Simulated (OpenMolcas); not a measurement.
**C2H5BO: a line through the functionals**

C2H5BO has 9 atoms, charge 0, and is taken as a singlet. As SMILES, `B1CCO1`. The shape is that of a PBE0-D4/def2-TZVP optimisation.

The HOMO–LUMO gap y, in eV, basis def2-SVP; a is the functional's share of exact exchange. Programs: OpenMolcas 26.06.

| functional | program | a | y (eV) |
| --- | --- | --- | --- |
| BLYP | OpenMolcas | 0 | 5.95 |
| TPSS | OpenMolcas | 0 | 6.23 |
| B3LYP | OpenMolcas | 0.2 | ? |
| PBE0 | OpenMolcas | 0.25 | 8.39 |
| BHLYP | OpenMolcas | 0.5 | 10.84 |

**Question.** Fit y = c + s·a to the known rows and predict B3LYP.

**Answer.** 
1. Means of the 4 rows: a = 0.1875, y = 7.853.
2. Σ(Δa)² = 0.17188, Σ(Δa·Δy) = 1.6281, so the slope is 1.6281/0.17188 = 9.4723.
3. Intercept: 7.853 − (9.4723) × 0.1875 = 6.077. The largest residual of the fit is 0.15.
4. B3LYP: 6.077 + (9.4723) × 0.2 = 7.97 eV.

The run gave 7.93 eV, so the prediction is off by +0.04 eV, within the largest residual. Exact exchange lowers occupied levels and raises empty ones. The rows mix families of semi-local functionals, which the line can't see.
